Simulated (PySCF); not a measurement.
A side-by-side comparison of computed properties.

First species: C6H11ClO2Si.
SMILES: `CC(C)=C(C=O)OC[SiH2]Cl`

Second species: C₃H₈F₂O₂Si₂.
InChI=1S/C3H8F2O2Si2/c1-2(7-9-8)6-3(4)5/h3H,1,9H2,8H3

Levels: PBE0/pcSseg-1 for dipole moment, HOMO energy, LUMO energy and HOMO–LUMO gap; GFN2-xTB for rotational constant A and rotational constant C. Geometries: GFN2-xTB. All species are isolated and taken at one optimised geometry, non-relativistic unless stated. Electronic properties by PySCF.

Dipoles, sizes and rotational constants follow the conformer. The torsions of the flexible species, by atom-mapped SMILES:
- `[CH3:1][C:2]([CH3:3])=[C:4]([CH:5]=[O:6])[O:7][CH2:8][SiH2:9][Cl:10]`: C2–C4–C5–O6 -6°, C2–C4–O7–C8 111°, C4–O7–C8–Si9 -176°, O7–C8–Si9–Cl10 67°
- `[CH2:1]=[C:2]([O:3][SiH2:4][SiH3:5])[O:6][CH:7]([F:8])[F:9]`: C1–C2–O3–Si4 -178°, C2–O3–Si4–Si5 49°, C1–C2–O6–C7 -11°, C2–O6–C7–F8 -165°

| property | column X | column Y |
| --- | --- | --- |
| dipole moment | 1.70 D | 1.17 D |
| HOMO energy | -7.14 eV | -7.01 eV |
| LUMO energy | -1.65 eV | -0.63 eV |
| HOMO–LUMO gap | 5.49 eV | 6.38 eV |
| rotational constant A | 1.771 GHz | 1.483 GHz |
| rotational constant C | 0.388 GHz | 0.623 GHz |

Q: Which column belongs to which species?

A: Column X is the first species and column Y the second. The first has 21 atoms and 94 electrons, the second 17 and 88.

Q: How does each property change from the first species to the second?

A: dipole moment -0.53 D; HOMO energy +0.13 eV; LUMO energy +1.02 eV; HOMO–LUMO gap +0.89 eV; rotational constant A -0.288 GHz; rotational constant C +0.235 GHz.

On the first: The dipole matches unit charges of opposite sign 0.35 Å apart (1 e·Å = 4.8032 D).

On the second: In atomic units the dipole is 0.46 e·bohr (1 au = 2.5417 D). A dipole of 1.17 D is allowed in C1, and pure rotational transitions are dipole-allowed.
